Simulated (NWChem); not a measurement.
System meant: CH4F2OSi; SMILES F[SiH](F)CO

Input file for NWChem:

```
start job
memory heap 200 mb stack 900 mb global 1100 mb
geometry units angstroms noautoz
  O      0.212979     2.186596     0.151827
  C     -0.538075     1.159791    -0.447761
  Si     0.012070    -0.452748     0.322674
  F     -0.993796    -1.608886    -0.196017
  F      1.484301    -0.850983    -0.207279
  H     -0.020696     3.025483    -0.257188
  H     -0.387069     1.087593    -1.544668
  H     -1.631514     1.268792    -0.289763
  H      0.031421    -0.458762     1.801626
end
basis spherical
  O library def2-svp
  C library def2-svp
  Si library def2-svp
  F library def2-svp
  H library def2-svp
end
dft
  odft
  mult 2
  xc b3lyp
  iterations 150
  mulliken
end
task dft energy
```

End of the output:

```
 Summary of "ao basis" -> "" (spherical)
 ------------------------------------------------------------------------------
       Tag                 Description            Shells   Functions and Types
 ---------------- ------------------------------  ------  ---------------------
 O                          def2-svp                 6       14   3s2p1d
 C                          def2-svp                 6       14   3s2p1d
 Si                         def2-svp                 8       18   4s3p1d
 F                          def2-svp                 6       14   3s2p1d
 H                          def2-svp                 3        5   2s1p

                                 NWChem DFT Module
                                 -----------------

 Summary of "ao basis" -> "ao basis" (spherical)
 ------------------------------------------------------------------------------
       Tag                 Description            Shells   Functions and Types
 ---------------- ------------------------------  ------  ---------------------
 O                          def2-svp                 6       14   3s2p1d
 C                          def2-svp                 6       14   3s2p1d
 Si                         def2-svp                 8       18   4s3p1d
 F                          def2-svp                 6       14   3s2p1d
 H                          def2-svp                 3        5   2s1p

  number of electrons :                   50
  multiplicity        :                    2
 ------------------------------------------------------------------------
  no. of electrons and multiplicity not compatible                  50
 ------------------------------------------------------------------------
 ------------------------------------------------------------------------
  current input line :
    28: task dft energy
 ------------------------------------------------------------------------
 ------------------------------------------------------------------------
 There is an error in the input file
 ------------------------------------------------------------------------
 For more information see the NWChem manual at https://nwchemgit.github.io

0: no. of electrons and multiplicity not compatible:Received an Error in Communication
```

Q: Find the fault in this run and fix the input.

A: The input was rejected before any calculation. Cause: the multiplicity doesn't fit the number of electrons (an even count wants an odd multiplicity, and the reverse). This input runs:
```
start job
memory heap 200 mb stack 900 mb global 1100 mb
geometry units angstroms noautoz
  O      0.212979     2.186596     0.151827
  C     -0.538075     1.159791    -0.447761
  Si     0.012070    -0.452748     0.322674
  F     -0.993796    -1.608886    -0.196017
  F      1.484301    -0.850983    -0.207279
  H     -0.020696     3.025483    -0.257188
  H     -0.387069     1.087593    -1.544668
  H     -1.631514     1.268792    -0.289763
  H      0.031421    -0.458762     1.801626
end
basis spherical
  O library def2-svp
  C library def2-svp
  Si library def2-svp
  F library def2-svp
  H library def2-svp
end
dft
  xc b3lyp
  iterations 150
  mulliken
end
task dft energy
```
It converges to -604.70416 Ha (B3LYP/def2-SVP).
